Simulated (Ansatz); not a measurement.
Calculated with Ansatz (gas phase, PBE0-D4/def2-TZVP geometries, no zero-point term in ΔE). CBS: MP2 limit from def2 TZ/QZ plus the TZ coupled-cluster correction, frozen cores. This one scheme is used for every species. DFT in def2-TZVPP. B3LYP here is the variant with VWN-RPA as its local correlation; programs differ in this. One conformer a species, not always the lowest.

`BN=CSC` + `COCN` → `BNCOC` + `CSC=N`  (ligand exchange at a B–N bond)

(1) Is it downhill or uphill in electronic energy at CCSD(T)/CBS, and by how much? (Estimate.)

(2) What do these levels give: PBE-D4, r2SCAN-D4, B2PLYP, PBE, PBE0, B3LYP, HF/def2-TZVPP, SCS-MP2/def2-TZVPP, CCSD/def2-TZVPP, MP2/def2-QZVPP, SCS-MP2/def2-QZVPP, HF/CBS(def2)? (Estimate.)

Largest T1 diagnostic among the species: 0.015.

Answers

(1) The calculation gave: Downhill: ΔE = -0.30 eV.

(2) The calculation gave: PBE-D4 -0.12, r2SCAN-D4 -0.16, B2PLYP -0.25, PBE -0.13, PBE0 -0.21, B3LYP -0.20, HF/def2-TZVPP -0.41, SCS-MP2/def2-TZVPP -0.33, CCSD/def2-TZVPP -0.33, MP2/def2-QZVPP -0.29, SCS-MP2/def2-QZVPP -0.32, HF/CBS(def2) -0.41 eV.

In def2-TZVPP, CCSD(T) changes the Hartree–Fock value by +0.10 eV (the triples alone add +0.02 eV) and MP2 by +0.12 eV. From PBE to PBE0 (25 % exact exchange), in def2-TZVPP and without D4, ΔE moves by −0.08 eV.
